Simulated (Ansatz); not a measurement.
`O[SiH2]BO[SiH3]`. The species carries charge 0 and has multiplicity 1. The structure was optimised at the PBE0-D4/def2-TZVP level. It is one conformer, not always the lowest.

```xyz
12

O    -0.352    0.289   -3.227
Si    0.646    0.300   -1.903
B    -0.330   -0.104   -0.166
O     0.309    0.122    1.002
Si   -0.138   -0.094    2.587
H    -0.939   -0.461   -3.326
H     1.757   -0.692   -2.064
H     1.259    1.654   -1.889
H    -1.453   -0.557   -0.129
H     0.831   -1.028    3.207
H    -1.513   -0.652    2.649
H    -0.079    1.224    3.260
```

(1) What is the dipole moment at PBE/def2-TZVPP? (Best estimate.)

(2) And with r2SCAN, B3LYP, ωB97M-V? (An estimate is asked.)

(3) Give the Mulliken charges with PBE, B3LYP, r2SCAN in def2-TZVPP. (Estimate.)

## Answers

(1) Computed: 2.37 D, with components (-1.00, -1.23, 1.76) D in this frame, pointing from negative to positive charge.

(2) Ansatz gave: r2SCAN 2.38 D, B3LYP 2.46 D, ωB97M-V 2.45 D.

(3) The calculation gave: 
```csv
atom,PBE,B3LYP,r2SCAN
O1,-0.36,-0.40,-0.42
Si2,0.32,0.38,0.43
B3,0.07,0.10,0.13
O4,-0.21,-0.28,-0.32
Si5,0.34,0.41,0.43
H6,0.18,0.18,0.19
H7,-0.10,-0.11,-0.12
H8,-0.07,-0.09,-0.09
H9,-0.02,-0.01,-0.04
H10,-0.05,-0.06,-0.07
H11,-0.06,-0.07,-0.07
H12,-0.05,-0.06,-0.06
```

B3LYP here is the variant with VWN-RPA as its local correlation; programs differ in this.
